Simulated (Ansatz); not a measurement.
Coupled-cluster diagnostics for the cluster RbBr2 (the lowest doublet isomer of a short search), Ansatz.

Geometry of the doublet (PBE-D4/def2-TZVP):

```tsv
atom	x (Å)	y (Å)	z (Å)
Rb1	1.116	1.040	-1.121
Br2	-1.753	0.027	-0.122
Br3	0.637	-1.067	1.243
```

In the def2 sets Rb takes a core potential; there is no spin–orbit coupling. Correlated methods freeze 18 core orbitals; core or outer-core shells of Rb, Br are correlated, in sets that lack core-valence functions. In CCSD on the charge 0 quartet the largest single amplitude is 0.23, so its Hartree–Fock determinant may place the open shell otherwise than the density functionals do. In the doublet, Br2 and Br3 lie 2.96 Å apart (atoms count from 1), so these atoms are partly bonded to each other. In the quartet, Br2 and Br3 lie 2.70 Å apart (atoms count from 1), so these atoms are partly bonded to each other. The structure comes from a short search, and lower isomers may exist.

Geometry of the charge 0 quartet (PBE-D4/def2-TZVP):

Cartesian coordinates in Å:
```
Rb -1.643 0.973 -2.082
Br -0.069 -1.473 1.282
Br 1.711 0.500 0.799
```

(1) Estimate the CCSD(T) correlation energy, the shares of MP2 and (T), T1 and the reference's ⟨S²⟩ for: charge 0, doublet, own geometry in def2-TZVPP; charge 0, quartet, own geometry in def2-TZVPP; charge 1, singlet, vertical in def2-TZVPP; and the rough time on 4 threads of AMD EPYC 9R45 on a shared host.

## Answers

(1) 
```csv
state,basis,correlation (eV),MP2 share (%),(T) share (%),T1,⟨S²⟩ (pure),wall time,remarks
"charge 0, doublet, own geometry",def2-TZVPP,-18.682,93.8,3.0,0.007,0.77 (0.75),10 s,–
"charge 0, quartet, own geometry",def2-TZVPP,-18.024,91.8,3.2,0.029,3.77 (3.75),13 s,–
"charge 1, singlet, vertical",def2-TZVPP,-19.181,92.3,4.0,0.009,0.00 (0.00),8 s,"flagged by the program, restricted SCF unstable"
```
Customary marks for T1 are 0.02 (closed shells), 0.045 (open shells) and about 0.05 (3d metals). T1 exceeds 0.02 in 1 of 3 rows and 0.045 in 0; the higher it lies, the less the single-reference result can be trusted.
